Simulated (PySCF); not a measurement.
**Sm²⁺: excitation energy**

Sm²⁺ [Xe] 4f6 (7F) → Sm²⁺ [Xe] 4f5 6p1 (high-spin determinant), as a difference of total energies. Computed with PySCF 2.14 in x2c-TZVPPall (11s7p7d4f2g, 113 functions), with scalar relativity by spin-free X2C-1e. Correlated levels: valence: [Kr] 4d10 frozen; valence and next inner shell: [Ar] 3d10 frozen. The calculations carry no spin-orbit coupling.

| method | excitation energy (eV) |
| --- | --- |
| UHF | 7.231 |
| LDA | 10.105 |
| PBE0 | 9.263 |
| r2SCAN | 9.344 |
| MP2 (valence) | 8.980 |
| MP2 (valence and next inner shell) | 9.311 |
| SCS-MP2 (valence and next inner shell) | 8.507 |

Q: Estimate what PBE gives.

A: 9.649 eV, closest to r2SCAN among the rows shown.

Q: Estimate what SCS-MP2 (valence) gives.

A: 8.173 eV, closest to SCS-MP2 (valence and next inner shell) among the rows shown.

A first-order spin-orbit estimate (lowest level to lowest level, LS coupling) adds -0.327 eV.

The basis was made for the ground configuration and has no added diffuse functions, so the excitation energy can come out too high.

The determinant of the upper state mixes LS terms, which raises its energy above the lowest term, most at the Hartree-Fock and MP2 levels.
